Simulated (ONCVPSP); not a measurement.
**scandium: one change to an ONCV potential, before and after**

* Element: scandium (Sc)
* Generator: ONCVPSP 4.0.1
* Type: optimised norm-conserving Vanderbilt (ONCV)
* Functional: LDA (Perdew-Wang 92)
* Relativity: scalar-relativistic
* Frozen core: [Ne]
* Valence charge: 11
* Reference configuration: 3s2 3p6 3d1 4s1 (charge +1)
* Partial waves: 3s+4s: rc 1.70 bohr, ncon 4, nbas 7, qcut 8.6 1/bohr, 2 projectors; 3p: rc 1.60 bohr, ncon 3, nbas 7, qcut 9 1/bohr, 2 projectors, debl 2.3 Ha; 3d: rc 2.85 bohr, ncon 4, nbas 8, qcut 5.4 1/bohr, 1 projector
* Local potential: polynomial inside 1.15 bohr (lpopt 5, dvloc0 4 Ha)
* Core correction: Teter function, fcfact 3, rcfact 1.65

All-electron outer shells of the reference configuration (LDA (PZ), scalar-relativistic, ld1.x):

```tsv
shell	level (eV)	outermost node (bohr)	outermost maximum (bohr)
2p	-395.14	–	0.23
3s	-61.79	0.42	0.92
3p	-40.63	0.39	0.97
3d	-10.23	–	1.08
4s	-9.96	1.32	2.91
```

Change: d: rc 3.84.

Cutoffs: the cutoffs (Ha) at which the residual kinetic energy of the hardest occupied pseudo-wave falls to 1 and 0.1 mHa per electron; they do not see the model core or the augmentation charge, which bear on the density cutoff. Errors are all-electron minus pseudo energies relative to the spin-unpolarised reference configuration.

**Question.** What does the change do?

**Answer.** The potential gets neither clearly harder nor softer (21 Ha and 25 Ha → 21 Ha and 25 Ha); the s channel sets the loose cutoff, while the largest relative change is in d, which becomes softer; of the 4 tests that both files solve, the error grows in 4 and shrinks in 0 by more than 15 % and 0.3 meV (median size 85.1 → 126.7 meV); neither file shows a bound ghost. More of the atom is replaced by a form fitted at one configuration, so other configurations suffer.

| quantity | base | changed |
| --- | --- | --- |
| cutoff, loose | 21 Ha | 21 Ha |
| cutoff, tight | 25 Ha | 25 Ha |
| loose cutoff by channel | s 21 Ha, p 18 Ha, d 11 Ha | s 21 Ha, p 18 Ha, d 8.4 Ha |
| bound ghosts | none | none |
| GHOST(+) flags under 300 eV | none | none |
| error for 3s2 3p6 3d1 4s2, meV [ΔE -7.06 eV] | -0.5 | -4.7 |
| error for 3s2 3p6 3d1 4s0, meV [ΔE 12.96 eV] | -5.3 | -20 |
| error for 3s2 3p6 3d0 4s0, meV [ΔE 38.05 eV] | +514 | +1010 |
| error for 3s2 3p5 3d1 4s2, meV [ΔE 33.09 eV] | -165 | -233 |
| s: phases at 1.73 bohr within 0.05 rad from the reference energy up to (Ha; the scan ends near 5) | to the end of the scan | to the end of the scan |
| p: phases at 1.63 bohr within 0.05 rad from the reference energy up to (Ha; the scan ends near 5) | to the end of the scan | to the end of the scan |
| rms error of d²Exc/dni dnj with the model core, mHa | 2.14 | 4.04 |
